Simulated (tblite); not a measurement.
Species: C₃H₁₁ClGe₂O.
Atom-mapped SMILES: `[CH3:1][O:2][Ge@@:3]([CH3:4])([GeH3:5])[CH2:6][Cl:7]` (hydrogens: H8, H9, H10 on C1; H11, H12, H13 on C4; H14, H15, H16 on Ge5; H17, H18 on C6)

Computed with GFN2-xTB (tblite), gas phase: L-BFGS steps from a force-field or distance-geometry start until the largest atomic force falls under 0.01 eV/Å.

Step 201: E = -666.9637 eV
```
atom  x, y, z in Å  |  force x, y, z in eV/Å
C1     -1.6171   -1.5610   -0.9654    0.001   0.016   0.003
O2     -1.2955   -0.9516    0.2615   -0.003   0.001  -0.003
Ge3     0.0672    0.1837    0.4918   -0.005  -0.011   0.012
C4      0.0614    0.3258    2.4738    0.005  -0.011  -0.002
Ge5     1.9714   -0.5248   -0.8588    0.016  -0.008   0.020
C6     -0.4459    1.9529   -0.3843    0.005   0.031  -0.021
Cl7     0.7221    2.2177   -1.6893   -0.009  -0.015   0.000
H8     -0.7211   -1.8122   -1.5457   -0.022  -0.008   0.024
H9     -2.2506   -0.9045   -1.5679   -0.003  -0.018  -0.019
H10    -2.1639   -2.4804   -0.7463    0.013   0.021  -0.006
H11     0.4513    1.2848    2.8011    0.012   0.010  -0.022
H12     0.6615   -0.4619    2.9192    0.000  -0.014  -0.006
H13    -0.9616    0.2176    2.8177   -0.009   0.002   0.007
H14     3.1797    0.3469   -0.7171   -0.017  -0.001  -0.003
H15     2.4370   -1.8991   -0.4375    0.008   0.015   0.003
H16     1.7078   -0.6668   -2.3295    0.006   0.001  -0.012
H17    -0.3726    2.8015    0.2909   -0.018  -0.008   0.013
H18    -1.4401    1.9379   -0.8262    0.021  -0.003   0.013
```

Step 202: E = -666.9641 eV
```
atom  x, y, z in Å  |  force x, y, z in eV/Å
C1     -1.6204   -1.5563   -0.9669   -0.002   0.016  -0.009
O2     -1.2929   -0.9524    0.2612   -0.004  -0.009  -0.010
Ge3     0.0726    0.1801    0.4921   -0.020   0.004   0.002
C4      0.0593    0.3243    2.4743    0.010  -0.018   0.002
Ge5     1.9790   -0.5259   -0.8593   -0.007   0.009   0.034
C6     -0.4449    1.9495   -0.3827   -0.001   0.021  -0.025
Cl7     0.7050    2.2057   -1.7072   -0.030  -0.017   0.029
H8     -0.7275   -1.8079   -1.5513   -0.014  -0.005   0.021
H9     -2.2549   -0.8970   -1.5653    0.002  -0.005  -0.017
H10    -2.1695   -2.4751   -0.7520    0.013   0.012   0.013
H11     0.4551    1.2806    2.8031    0.011   0.001  -0.025
H12     0.6506   -0.4685    2.9228   -0.004  -0.004  -0.007
H13    -0.9665    0.2243    2.8130   -0.002   0.002   0.004
H14     3.1769    0.3593   -0.7251   -0.002   0.009  -0.002
H15     2.4579   -1.8893   -0.4235    0.012  -0.003   0.000
H16     1.7162   -0.6802   -2.3282    0.002  -0.005  -0.018
H17    -0.3582    2.7977    0.2921   -0.013  -0.009  -0.011
H18    -1.4468    1.9375   -0.8089    0.048   0.000   0.019
```

Task: Estimate the geometry and energy of step 203. (The exact step hangs on the optimiser's Hessian estimate; all steps are aligned on step 202, rigid shifts and turns removed.)

Result: E = -666.9642 eV, largest force 0.041 eV/Å
```
atom  x, y, z in Å  |  force x, y, z in eV/Å
C1     -1.6251   -1.5534   -0.9665   -0.006   0.005  -0.012
O2     -1.2951   -0.9533    0.2627   -0.007  -0.012  -0.020
Ge3     0.0732    0.1763    0.4923   -0.021   0.009  -0.007
C4      0.0604    0.3245    2.4740    0.012  -0.014  -0.006
Ge5     1.9824   -0.5267   -0.8596   -0.022   0.023   0.026
C6     -0.4445    1.9456   -0.3836    0.013   0.000   0.021
Cl7     0.7076    2.2048   -1.7015    0.007  -0.008  -0.011
H8     -0.7337   -1.8048   -1.5524   -0.001  -0.003   0.012
H9     -2.2605   -0.8939   -1.5637    0.006   0.006  -0.009
H10    -2.1740   -2.4727   -0.7546    0.008   0.007   0.024
H11     0.4552    1.2821    2.7993    0.016   0.004  -0.020
H12     0.6521   -0.4666    2.9239    0.005  -0.012   0.001
H13    -0.9648    0.2247    2.8135   -0.015   0.001   0.006
H14     3.1759    0.3642   -0.7258    0.002   0.011   0.000
H15     2.4672   -1.8861   -0.4206    0.013  -0.014   0.000
H16     1.7214   -0.6824   -2.3294    0.002  -0.007  -0.005
H17    -0.3634    2.7922    0.2930   -0.007   0.008   0.001
H18    -1.4433    1.9318   -0.8127   -0.006  -0.005  -0.001
```

The energy changes by -0.0002 eV. The first-order estimate −F·Δx gives -0.0004 eV and the mean of the old and new forces, exact on a quadratic surface, -0.0002 eV. The step makes an angle of 80° with the force vector and moves no atom by more than 0.010 Å.

The cost below is that of the whole relaxation. Time: 1.8 s. Hardware: one thread, Arm Neoverse V2 (aarch64), no GPU, shared host with 48 logical CPUs at a one-minute load of 8.4.
